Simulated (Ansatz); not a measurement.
Basis-set extrapolation for `BO[SiH2]C` (PBE0-D4/def2-TZVP geometry, frozen core, the Gaussian-basis code of Ansatz). Multiplicity 1, RHF reference.

|  | def2-TZVPP | def2-QZVPP |
| --- | --- | --- |
| HF | -430.586022 | -430.602700 |
| MP2 correlation | -0.640238 | -0.686433 |
| CCSD(T) correlation | -0.709416 | not run |

Energies in hartree. Use E(X) = E(∞) + A·exp(−7.88·√X) for Hartree–Fock and E(X) = E(∞) + B·X^(−2.97) for correlation, with X = 3 and 4, and add CCSD(T) minus MP2 of the smaller set to the MP2 limit.

What is the CCSD(T) energy at the basis-set limit?

HF limit: -430.602700 + (-0.016678) × 0.13774 = -430.60500. MP2 limit: -0.686433 + (-0.046195) × 0.74074 = -0.72065. Higher-order term: -0.709416 − (-0.640238) = -0.06918. Total: -431.39483 hartree, 261.0 kJ/mol below CCSD(T)/def2-TZVPP.
